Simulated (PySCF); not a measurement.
C$_{3}$H$_{10}$F$_{2}$Si$_{2}$, singlet, at a GFN2-xTB geometry, atoms displaced at random by about 0.08 Å a coordinate; PBE0/STO-3G, gradient (PySCF).

Input for PySCF:
```python
from pyscf import gto, scf, dft

mol = gto.M(
    atom='''
Si    1.16641907   -0.27403426    0.66653463
F     1.97945931   -0.88745251   -0.36309420
F     0.83157948   -1.49884175    1.64634254
Si   -0.80255581    0.41392009   -0.29824516
C    -1.94768490    1.05240528    0.94182229
C    -1.56265231   -0.90637966   -1.31361719
C    -0.30683061    1.90835776   -1.48529685
H     2.23027012    0.52422525    1.53441412
H    -2.20648836    0.20834069    1.68367051
H    -2.89381613    1.47109273    0.49769753
H    -1.59308488    1.82528726    1.44571678
H    -2.43314257   -0.61959226   -1.67075836
H    -0.92019232   -1.28253768   -1.90454095
H    -1.75786984   -1.86016958   -0.64836414
H     0.05739693    2.82417885   -1.07904511
H    -1.19993134    2.13921014   -2.01217316
H     0.57501732    1.63447045   -2.40816464
''',
    basis='sto-3g',
    verbose=3,
)

mf = dft.RKS(mol)
mf.xc = 'pbe0'
mf.grids.level = 0
mf.kernel()
g = mf.nuc_grad_method()
g.grid_response = True
grad = g.kernel()
```

### Question
What does PySCF print? Leave out banner, timings and long lists.

### Answer

```
converged SCF energy = -887.473828332575
--------------- RKS gradients ---------------
         x                y                z
0 Si     0.0658722858    -0.1028990826    -0.1440689839
1 F    -0.1136447170     0.0846939803     0.1526754876
2 F     0.0134581285     0.0261065666    -0.0299152063
3 Si    -0.0581005825    -0.0507252728     0.0252031560
4 C     0.0922650185     0.0877324473     0.0191718704
5 C     0.0140671933     0.0434870659    -0.1903608974
6 C    -0.0651757668     0.0713934047     0.0611594802
7 H     0.0373619456     0.0068805900     0.0247810332
8 H    -0.0031422671    -0.0344442699     0.0254275876
9 H    -0.0146196835     0.0198065582    -0.0063601781
10 H    -0.0494153595    -0.0821506654    -0.0631255504
11 H     0.0969912220    -0.0295060360     0.0545072683
12 H    -0.1039758106     0.0511760917     0.1257845878
13 H     0.0000934100    -0.0500209611     0.0218545245
14 H    -0.0076742807    -0.0173927168    -0.0230653584
15 H     0.0241458949    -0.0106397723     0.0215035790
16 H     0.0714933690    -0.0134979280    -0.0751724001
----------------------------------------------
```
